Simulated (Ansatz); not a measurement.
Total energies of Br3P (`BrP(Br)Br`).

Z-matrix (Å, degrees):
```
P
Br 1 2.223
Br 1 2.223 2 101.3
Br 1 2.223 2 101.3 3 104.2
```

The species carries charge 0 and has multiplicity 1. Correlated methods include outer-core shells of Br, which these sets cover unevenly. Scalar relativity is left out up to krypton. Geometry: relaxed with PBE0-D4/def2-TZVP. Basis def2-TZVPP, the Gaussian-basis code of Ansatz.

RPA on PBE orbitals: Hartree–Fock energy of these orbitals -8057.99392 Eh, correlation -1.45437 Eh (frozen core).

```
             functional                                       kind  energy without D4 (Eh)  D4 term (kJ/mol)
            LDA (SPW92)                                        LDA             -8051.99430                 –
                    PBE                                        GGA             -8062.59986             -21.0
                 revPBE                                        GGA             -8063.18193             -48.2
                   BLYP                                        GGA             -8063.98584             -45.0
                 r2SCAN                                   meta-GGA             -8063.83940              -4.2
                 B97M-V                         meta-GGA with VV10             -8062.42822                 –
                   PBE0         global hybrid, 25 % exact exchange             -8062.88737             -18.0
                  B3LYP                        global hybrid, 20 %             -8064.00338             -35.4
                r2SCANh                      meta-GGA hybrid, 10 %             -8063.83368              -4.7
                r2SCAN0                      meta-GGA hybrid, 25 %             -8063.82683              -5.4
HSE06 (plane-wave form)                            screened hybrid             -8062.89476             -17.2
                  BHLYP                        global hybrid, 50 %             -8063.87069             -34.0
              CAM-B3LYP                     range-separated hybrid             -8064.28280             -19.0
                LC-ωPBE                long-range corrected hybrid             -8062.72273                 –
                ωB97X-V       range-separated hybrid GGA with VV10             -8063.13838                 –
                ωB97M-V  range-separated hybrid meta-GGA with VV10             -8063.45927                 –
                 B2PLYP                              double hybrid             -8062.63240                 –
               PBE-QIDH                              double hybrid             -8061.86895                 –
```

B3LYP takes the VWN-RPA correlation (the form of Gaussian; ORCA's B3LYP/G). HSE06 is the plane-wave form, built on full-range PBE exchange. The double hybrids freeze the cores in their second-order part.

LC-ωPBE has ω = 0.4 bohr⁻¹.
